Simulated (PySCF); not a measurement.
# How methods differ on the ionisation energy of Ta(58+)

Ta(58+) [Ne] 3s2 3p3 [3p1/2^2 3p3/2^1, M_J = 3/2] → Ta(59+) [Ne] 3s2 3p2 [3p1/2^2, M_J = 0], as a difference of total energies. Calculation: PySCF 2.14, in an uncontracted even-tempered set (18 s from 18 bohr⁻², ratio 2.4; 14 p from 23 bohr⁻², ratio 2.4; 4 d from 79 bohr⁻², ratio 2.6; 4 f from 120 bohr⁻², ratio 2.6); the two-component X2C-1e Hamiltonian. Correlated levels: 1s2 frozen; the 48 highest virtual spinors dropped. "Screened" scales the spin-orbit matrix elements by Boettger's factors to mimic the two-electron term; Breit and QED terms are absent.

```tsv
method	ionisation energy (eV)
GHF (spin-free)	6026.1
GMP2 (spin-free)	6026.6
GHF (screened spin-orbit)	5909.9
GMP2 (screened spin-orbit)	5910.4
```

Breit and QED terms and the two-electron picture change are absent.

The spin-free rows relax to the high-spin LS determinant and lack the spin-orbit shift.

The labels give the starting determinants; with spin-orbit coupling the two ends relaxed to ⟨J²⟩ = 3.75, ⟨L²⟩ = 2.58, ⟨S²⟩ = 1.50 and ⟨J²⟩ = 0.00, ⟨L²⟩ = 1.35, ⟨S²⟩ = 1.35.

For comparison: 5907 ± 6 eV (theoretical estimate listed by NIST; NIST Atomic Spectra Database, ionization energies).
